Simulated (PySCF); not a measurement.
# Calcium: a sound run and one with changed settings

Sound run: Ca [Ar] 4s2, Ca+ [Ar] 4s1. All numbers are calculated (PySCF 2.14, scalar relativity by spin-free X2C-1e, in aug-cc-pVDZ-X2C). The sound run starts from symmetry-adapted Hartree-Fock orbitals and uses a fine grid where one is needed.

Changed run: radial step 0.3 in ln r (0.13 in the sound run). This setting is unsound on purpose.

```tsv
species	method	sound run (hartree)	changed run (hartree)	converged
Ca	UHF	-679.62922	-679.62922	yes
Ca	MN15	-680.66600	-680.68558	yes
Ca	M06-2X	-680.47443	-680.46527	yes
Ca+	UHF	-679.44009	-679.44009	yes
Ca+	MN15	-680.43311	-680.45319	yes
Ca+	M06-2X	-680.24255	-680.23035	yes
```

Ionisation energy of Ca:

```
method  sound run (eV)  changed run (eV)
   UHF           5.147             5.147
  MN15           6.337             6.324
M06-2X           6.310             6.393
```

A coarse radial grid mis-integrates the density and the exchange-correlation energy, with errors of either sign; Hartree-Fock needs no grid.

For comparison, NIST gives 6.113 eV between the lowest levels.
